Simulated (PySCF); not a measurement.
Ligands exchanged one at a time, Ga F-SH. Gas-phase values, no solvent. One relaxed conformer stands for each flexible species; it need not be the lowest. Strings in code marks are SMILES.

The four lowest singlet excitations (Tamm–Dancoff). The numbers are results of CAM-B3LYP-D3(BJ)/def2-TZVP (PySCF 2.14.0), not measurements. Excitations are Tamm–Dancoff values on a coarser integration grid. The basis has no diffuse functions, so Rydberg states are missing or too high.

| state | energy (eV) | wavelength (nm) | oscillator strength |
|---|---|---|---|
| S1 | 5.56 | 223 | 0.000 |
| S2 | 5.59 | 222 | 0.000 |
| S3 | 6.05 | 205 | 0.011 |
| S4 | 6.08 | 204 | 0.044 |

**Question.** Name which member gives these states.
(A) `[F][Ga]([F])[F]`
(B) `[SH][Ga]([SH])[SH]`
(C) `[F][Ga]([SH])[SH]` (S–Ga–S–H torsion -180°, S–Ga–S–H torsion -180°)
(D) `[F][Ga]([F])[SH]` (F–Ga–S–H torsion 0°)

**Answer.** B, `[SH][Ga]([SH])[SH]`
